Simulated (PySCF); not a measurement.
Stepwise substitution at one centre (Ge OH-OCH3). Isolated molecules, 0 K electronic values unless said otherwise. One relaxed conformer stands for each flexible species; it need not be the lowest. Strings in code marks are SMILES.

Level of theory: PBE0-D3(BJ)/def2-TZVP // PBE0-D3(BJ)/def2-SVP (PySCF). Delta-SCF ions had no search for a lower state. Excitations are Tamm–Dancoff values on a coarser integration grid. The basis has no diffuse functions, so Rydberg states are missing or too high.

| species | S1 excitation (TDA) (eV) | vertical ionisation energy (Delta-SCF) (eV) | HOMO–LUMO gap (eV) | LUMO (eV) | S1 oscillator strength |
|---|---|---|---|---|---|
| 0 of 4 OH replaced by OCH3 | 7.42 | 11.38 | 8.93 | -0.28 | 0.021 |
| 1 of 4 OH replaced by OCH3 (`C[O][Ge]([OH])([OH])[OH]`) | 6.75 | 10.49 | 8.10 | -0.17 | 0.007 |
| 2 of 4 OH replaced by OCH3 (`C[O][Ge]([OH])([OH])[O]C`) | 6.73 | 10.07 | 8.10 | -0.05 | 0.006 |
| 4 of 4 OH replaced by OCH3 | 6.89 | 9.73 | 8.32 | – | 0.015 |
